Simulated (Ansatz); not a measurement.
The cluster GeBr₂⁻. The state is a doublet with charge -1. Geometry B3LYP-D4/def2-TZVPD.

```
atom   x (Å)   y (Å)   z (Å)
 Ge1   1.070   0.078  -0.053
 Br2  -0.419  -0.331   1.952
 Br3  -0.652   0.253  -1.899
```

At PBE-D4/def2-TZVPD, B97M-V/def2-TZVPD the highest occupied level of the charge -1 doublet lies above zero (up to 0.80 eV). By energy differences its removal costs 1.83 eV (vertical, to the charge 0 singlet, at PBE-D4/def2-TZVPD); a positive level beside a positive removal energy at the same level points to self-interaction error. The structure comes from a short search, and lower isomers may exist.

(1) Estimate the α-spin orbital energies around the gap (eV) in Ansatz with PBE-D4/def2-TZVPD, B97M-V/def2-TZVPD, PBE0-D4/def2-TZVPD, BHLYP-D4/def2-TZVPD, ωB97X-V/def2-TZVPD.

Results:

(1) 
```tsv
orbital	PBE-D4/def2-TZVPD	B97M-V/def2-TZVPD	PBE0-D4/def2-TZVPD	BHLYP-D4/def2-TZVPD	ωB97X-V/def2-TZVPD
HOMO−5	-2.86	-3.17	-4.08	-5.14	-6.46
HOMO−4	-2.69	-3.05	-3.99	-5.10	-6.43
HOMO−3	-2.29	-2.65	-3.54	-4.62	-5.90
HOMO−2	-2.08	-2.43	-3.27	-4.30	-5.55
HOMO−1	-1.91	-2.17	-2.93	-3.83	-5.02
HOMO	0.80	0.63	-0.21	-1.02	-2.26
LUMO	2.39	2.55	3.04	3.60	4.38
LUMO+1	2.66	2.80	3.24	3.65	4.39
LUMO+2	3.35	3.37	3.78	4.16	5.05
LUMO+3	3.61	3.69	4.11	4.63	5.35
LUMO+4	3.90	3.89	4.30	4.65	5.47
LUMO+5	3.95	4.00	4.38	4.73	5.47
β HOMO	-1.74	-1.95	-2.69	-3.55	-4.76
β LUMO	1.98	1.96	2.76	3.41	4.34
```
